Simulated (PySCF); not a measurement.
A calculated (LDA, PySCF 2.14, cc-pVDZ-X2C, scalar relativity by spin-free X2C-1e) atom or ion has these occupied shells.

| shell | electrons | orbital energy (eV) | rms radius, mean of both spins (bohr) |
| --- | --- | --- | --- |
| 1s α | 1 | -15034.3 | 0.0464 |
| 1s β | 1 | -15034.2 | 0.0464 |
| 2s α | 1 | -2046.8 | 0.193 |
| 2s β | 1 | -2046.7 | 0.193 |
| 2p α | 3 | -1821.6 | 0.171 |
| 2p β | 3 | -1821.5 | 0.171 |
| 3s α | 1 | -338.40 | 0.545 |
| 3s β | 1 | -338.15 | 0.545 |
| 3p α | 3 | -266.05 | 0.559 |
| 3p β | 3 | -265.77 | 0.559 |
| 3d α | 5 | -145.86 | 0.577 |
| 3d β | 5 | -145.53 | 0.577 |
| 4s α | 1 | -67.834 | 1.55 |
| 4s β | 1 | -65.863 | 1.55 |
| 4p α | 3 | -49.825 | 1.83 |
| 4p β | 1 | -47.686 | 1.83 |

**Question.** Name the element and its charge.

**Answer.** Rb(3+) (rubidium, charge +3), in [Ar] 3d10 4s2 4p4, high-spin 3P determinant.
